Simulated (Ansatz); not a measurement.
A nudged elastic band was laid between two geometries of F3GeHO + H3P (10 atoms, charge 0, multiplicity 1).

Method: RHF/def2-SVP in Ansatz 0.2.0.

```json
{
  "movable images": "5",
  "climbing image": "yes",
  "spring": "5.0 eV/Å²",
  "optimiser": "quadratic models (default)",
  "start path": "straight line",
  "force threshold": "0.03 eV/Å",
  "iteration limit": "60",
  "end points": "relaxed"
}
```

Image 0:

```xyz
10
Properties=species:S:1:pos:R:3
Ge -0.330 0.402 -0.003
O -0.292 0.476 1.703
H -1.104 0.431 2.188
F 1.242 0.446 -0.596
F -1.185 1.689 -0.683
F -1.076 -1.005 -0.566
P 2.019 -3.242 1.245
H 0.805 -3.371 0.534
H 2.579 -2.280 0.375
H 1.525 -2.302 2.177
```

Image 6:

```xyz
10
Properties=species:S:1:pos:R:3
Ge 0.724 -0.294 -0.049
O -0.962 -1.026 1.858
H -1.726 -1.270 1.353
F 1.656 0.311 -1.351
F 0.201 1.155 0.689
F -0.640 -0.937 -0.856
P 2.028 -1.686 1.219
H 1.181 -2.799 1.062
H 2.904 -1.996 0.157
H -1.184 -0.213 2.292
```

**Question.** What changes between the two ends?

**Answer.** Bonds broken: Ge1–O2, P7–H10. Bonds formed: Ge1–P7, O2–H10. F3GeHO + H3P becomes F3GeH2P + H2O.

**Question.** Give the energies along the band, and the barrier.

**Answer.** The run converged. The highest image is number 2 of 0 to 6, 258.7 kJ/mol above the first end and 273.7 kJ/mol above the last; the last end lies 15.0 kJ/mol below the first. Neighbouring images differ by up to 2.5 eV, so the band resolves the path poorly. Another band between the same ends (5 images) ends at a top of the same energy, where a vibrational analysis finds 1 clearly imaginary mode. The orbitals stay closed-shell, which can raise the energy where a bond breaks towards radicals; this wasn't checked here.

```
image  path coordinate (Å)  energy (kJ/mol)  Ge1–O2 (Å)  P7–H10 (Å)  Ge1–P7 (Å)
    0                 0.00              0.0        1.71        1.41        4.51
    1                 1.29             13.3        1.71        1.41        3.77
    2                 2.57            258.7        1.83        1.70        2.76
    3                 3.78             67.7        2.30        2.51        2.35
    4                 4.98              9.1        2.85        2.94        2.30
    5                 6.19             -7.0        2.76        3.24        2.29
    6                 7.39            -15.0        2.65        3.69        2.29
```

**Question.** What is the geometry of the highest image?

**Answer.** 
```xyz
10
Properties=species:S:1:pos:R:3
Ge 0.094 -0.292 0.020
O -0.279 -0.231 1.812
H -0.873 0.357 2.274
F 1.566 0.324 -0.564
F -0.886 1.077 -0.299
F -0.728 -1.408 -0.964
P 1.436 -2.361 1.254
H 0.867 -3.159 0.254
H 2.573 -1.850 0.614
H 0.411 -1.211 1.974
```

The band took 35 iterations and about 8 core-minutes.

The run took 4.2 min on 2 threads of Intel(R) Xeon(R) 6975P-C (Granite Rapids), with other jobs on the host, peak memory 0.36 GiB.
